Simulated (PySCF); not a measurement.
InP (SMILES [P]=[In]), triplet, geometry from GFN2-xTB (such geometries of metal compounds can be far from the true shape) (core potentials on In); HF/def2-SVP in PySCF.

The PySCF input:
```python
from pyscf import gto, scf

mol = gto.M(
    atom='''
In   -0.000000   -0.000000   -0.613897
P     0.000000    0.000000    2.005398
''',
    basis='def2-svp',
    ecp={'In': 'def2-svp'},
    charge=0,
    spin=2,
    verbose=4,
)

mf = scf.UHF(mol)
mf.kernel()
mf.analyze()
```

### Question
Write the output that PySCF gives for this input, abridged.

### Answer

```
PySCF version 2.14.0

[INPUT] verbose = 4
[INPUT] num. atoms = 2
[INPUT] num. electrons = 36
[INPUT] charge = 0
[INPUT] spin (= nelec alpha-beta = 2S) = 2
[INPUT] symmetry False subgroup None
[INPUT] Mole.unit = angstrom
[INPUT] Symbol           X                Y                Z      unit          X                Y                Z       unit  Magmom
[...]
nuclear repulsion = 63.6395753207638
number of shells = 18
number of NR pGTOs = 97
number of NR cGTOs = 44
basis = def2-svp
ecp = {'In': 'def2-svp'}

******** <class 'pyscf.scf.uhf.UHF'> ********
method = UHF
initial guess = minao
damping factor = 0
level_shift factor = 0
DIIS = <class 'pyscf.scf.diis.CDIIS'>
diis_start_cycle = 1
diis_space = 8
diis_damp = 0
SCF conv_tol = 1e-09
SCF conv_tol_grad = None
SCF max_cycles = 50
direct_scf = True
direct_scf_tol = 1e-13
number electrons alpha = 19  beta = 17
Set gradient conv threshold to 3.16228e-05
init E= -508.100522938893

cycle= 1 E= -528.916290937134  delta_E= -20.8  |g|= 1.08  |ddm|= 8.38

cycle= 2 E= -529.135698270153  delta_E= -0.219  |g|= 0.862  |ddm|= 3.16
cycle= 3 E= -529.752505068671  delta_E= -0.617  |g|= 0.207  |ddm|= 1.73
cycle= 4 E= -529.819512694543  delta_E= -0.067  |g|= 0.0568  |ddm|= 0.404
cycle= 5 E= -529.826706799116  delta_E= -0.00719  |g|= 0.0269  |ddm|= 0.149
cycle= 6 E= -529.829332816947  delta_E= -0.00263  |g|= 0.0094  |ddm|= 0.12
cycle= 7 E= -529.829658031125  delta_E= -0.000325  |g|= 0.00309  |ddm|= 0.044
cycle= 8 E= -529.829692003789  delta_E= -3.4e-05  |g|= 0.000863  |ddm|= 0.0172
cycle= 9 E= -529.829695103803  delta_E= -3.1e-06  |g|= 0.000516  |ddm|= 0.00459
cycle= 10 E= -529.82969698787  delta_E= -1.88e-06  |g|= 0.000214  |ddm|= 0.00502
cycle= 11 E= -529.829697306107  delta_E= -3.18e-07  |g|= 6.71e-05  |ddm|= 0.0024
cycle= 12 E= -529.829697327583  delta_E= -2.15e-08  |g|= 1.59e-05  |ddm|= 0.000618
cycle= 13 E= -529.829697328453  delta_E= -8.71e-10  |g|= 4.17e-06  |ddm|= 0.000122
Extra cycle  E= -529.829697328491  delta_E= -3.77e-11  |g|= 2.27e-06  |ddm|= 1.68e-05
converged SCF energy = -529.829697328491  <S^2> = 2.0208361  2S+1 = 3.0138587
**** SCF Summaries ****
Total Energy =                        -529.829697328491079
Nuclear Repulsion Energy =              63.639575320763797
One-electron Energy =                 -933.874228839473517
Two-electron Energy =                  340.404956190218570
Two-electron Coulomb Energy =          378.894639906805253
DFT Exchange-Correlation Energy =      -38.489683716586683
**** MO energy ****
                             alpha | beta                alpha | beta
[...]
spin_pop of  0 In 4s        0.00001
spin_pop of  0 In 5s        0.01353
spin_pop of  0 In 6s       -0.00219
spin_pop of  0 In 7s       -0.00297
spin_pop of  0 In 4px       0.00068
spin_pop of  0 In 4py       0.00028
spin_pop of  0 In 4pz       0.00028
spin_pop of  0 In 5px      -0.00458
spin_pop of  0 In 5py      -0.00003
spin_pop of  0 In 5pz      -0.00003
spin_pop of  0 In 6px      -0.00530
spin_pop of  0 In 6py       0.01712
spin_pop of  0 In 6pz       0.01712
spin_pop of  0 In 7px      -0.05391
spin_pop of  0 In 7py       0.00005
spin_pop of  0 In 7pz       0.00005
spin_pop of  0 In 4dxy      0.00975
spin_pop of  0 In 4dyz      0.00360
spin_pop of  0 In 4dz^2     0.00975
spin_pop of  0 In 4dxz     -0.00061
spin_pop of  0 In 4dx2-y2    0.00003
spin_pop of  0 In 5dxy     -0.00035
spin_pop of  0 In 5dyz     -0.00145
spin_pop of  0 In 5dz^2    -0.00035
spin_pop of  0 In 5dxz      0.00060
spin_pop of  0 In 5dx2-y2   -0.00003
spin_pop of  1 P 1s        0.00000
spin_pop of  1 P 2s        0.00051
spin_pop of  1 P 3s        0.01337
spin_pop of  1 P 4s       -0.00269
spin_pop of  1 P 2px       0.00005
spin_pop of  1 P 2py       0.00005
spin_pop of  1 P 2pz       0.00000
spin_pop of  1 P 3px       0.96926
spin_pop of  1 P 3py       0.96926
spin_pop of  1 P 3pz       0.04699
spin_pop of  1 P 4px       0.00211
spin_pop of  1 P 4py       0.00211
spin_pop of  1 P 4pz      -0.00310
spin_pop of  1 P 3dxy      0.00000
spin_pop of  1 P 3dyz      0.00176
spin_pop of  1 P 3dz^2    -0.00251
spin_pop of  1 P 3dxz      0.00176
spin_pop of  1 P 3dx2-y2    0.00001
In total            19.00000 | 17.00000
Dipole moment(X, Y, Z, Debye): -0.00000,  0.00000, -1.79820
```
